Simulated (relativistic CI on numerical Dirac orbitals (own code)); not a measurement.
**Ru⁵⁺: L-alpha,beta X-ray emission**

Computed with this model: Dirac-Coulomb-Breit CI, orbitals from a KLI potential per configuration, model QED, multiplet model of X-ray emission after core ionisation, unscaled Slater integrals; configurations [Kr] 4d3 → [He] 2s2 2p5 3s2 3p6 3d10 4s2 4p6 4d3 → [Ar] 3d9 4s2 4p6 4d3; 80 K; Lorentzian 2 eV and Gaussian 0.6 eV FWHM. Energies are those of the free ion, without screening or charge transfer. S is read from ⟨S²⟩ = S(S + 1).

free ion: ground-state S = 1.49, centroid 2603.21 eV. Peaks (eV, height): 2561.0 (100), 2686.2 (45).

Strongest unbroadened transitions for free ion:

| Energy (eV) | Relative strength |
| --- | --- |
| 2557.19 | 12.8 |
| 2560.49 | 22.9 |
| 2560.53 | 13.7 |
| 2560.57 | 24.4 |
| 2560.69 | 21.6 |
| 2560.73 | 45.2 |
| 2561.03 | 31.3 |
| 2561.13 | 29.2 |
| 2561.16 | 67.7 |
| 2561.27 | 64.6 |
| 2561.34 | 21.5 |
| 2561.37 | 95.5 |
| 2561.43 | 51.3 |
| 2686.04 | 16.2 |
| 2686.06 | 100.0 |
| 2686.15 | 12.9 |
| 2686.95 | 29.2 |
| 2687.31 | 16.2 |
